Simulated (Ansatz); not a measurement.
Consider the atomization: `[SiH3][SnH2][Cl]` → Cl• + 5 H• + Si• + Sn•.

Computed with Ansatz on PBE0-D4/def2-TZVP structures; ΔE is electronic, products minus reactants. CCSD(T)/CBS adds triple-zeta CCSD(T) − MP2 to the extrapolated MP2 energy (def2 sets, frozen cores). This one scheme is used for every species, atoms too. DFT in def2-TZVPP. B3LYP here is the variant with VWN-RPA as its local correlation; programs differ in this. HSE06 is defined as in plane-wave codes. Open shells (•) are unrestricted, without spin–orbit coupling. Spin–orbit coupling would lower the free atoms: a little for Cl, Si; strongly for Sn. def2 core potentials past Kr. For Sn outer-core shells are correlated without core-valence functions, so the limit isn't a true one: a few kJ/mol of doubt a bond, and 10 to 20 or more in all where bonds break to atoms.

| level | ΔE (eV) | difference from CCSD(T)/CBS |
| --- | --- | --- |
| LDA (SPW92) | 23.75 | 2.14 |
| PBE-D4 | 21.07 | -0.54 |
| revPBE-D4 | 20.70 | -0.91 |
| BLYP-D4 | 20.95 | -0.66 |
| r2SCAN-D4 | 21.38 | -0.23 |
| B97M-V | 21.85 | 0.24 |
| PBE0-D4 | 21.07 | -0.54 |
| B3LYP-D4 | 21.26 | -0.35 |
| r2SCANh-D4 | 21.31 | -0.30 |
| r2SCAN0-D4 | 21.23 | -0.38 |
| HSE06-D4 | 21.07 | -0.54 |
| BHLYP-D4 | 21.12 | -0.49 |
| CAM-B3LYP-D4 | 21.36 | -0.25 |
| ωB97X-V | 21.70 | 0.09 |
| PBE-QIDH | 21.06 | -0.55 |
| PBE | 20.89 | -0.72 |
| revPBE | 20.27 | -1.34 |
| r2SCAN | 21.33 | -0.28 |
| PBE0 | 20.91 | -0.70 |
| B3LYP | 20.96 | -0.65 |
| r2SCANh | 21.26 | -0.35 |
| r2SCAN0 | 21.17 | -0.44 |
| HSE06 | 20.91 | -0.70 |
| BHLYP | 20.84 | -0.77 |
| LC-ωPBE | 21.00 | -0.61 |
| HF/def2-SVP | 15.70 | -5.91 |
| MP2/def2-SVP | 19.48 | -2.13 |
| CCSD/def2-SVP | 19.61 | -2.00 |
| CCSD(T)/def2-SVP | 19.77 | -1.84 |
| HF/def2-TZVPP | 15.99 | -5.62 |
| MP2/def2-TZVPP | 20.58 | -1.03 |
| SCS-MP2/def2-TZVPP | 20.82 | -0.79 |
| CCSD/def2-TZVPP | 20.72 | -0.89 |
| CCSD(T)/def2-TZVPP | 20.95 | -0.66 |
| HF/def2-QZVPP | 16.04 | -5.57 |
| MP2/def2-QZVPP | 20.97 | -0.64 |
| SCS-MP2/def2-QZVPP | 21.27 | -0.34 |
| HF/CBS(def2) | 16.05 | -5.56 |
| MP2/CBS(def2) | 21.23 | -0.38 |
| CCSD/CBS(def2) | 21.38 | -0.23 |
| CCSD(T)/CBS | 21.61 | 0 |

Largest T1 diagnostic among the species: 0.012.

From r2SCAN to r2SCAN0 (25 % exact exchange), in def2-TZVPP and without D4, ΔE moves by −0.16 eV: exact exchange takes away binding that semilocal exchange gives to molecules. In def2-TZVPP, CCSD(T) changes the Hartree–Fock value by +4.96 eV (the triples alone add +0.23 eV) and MP2 by +4.59 eV; breaking electron pairs costs correlation energy, which Hartree–Fock lacks. Leaving LDA and LC-ωPBE aside and taking each functional with its dispersion term where it has one, the values spread over 1.14 eV, from revPBE-D4 to B97M-V. LDA lies +2.86 eV from PBE without D4, its usual overbinding.

For atomizations the MP2-based limit and the directly extrapolated one differ by several kJ/mol either way, and by 10 to 25 for some Ge, Se and Sn compounds, so smaller differences from it don't rank the levels.
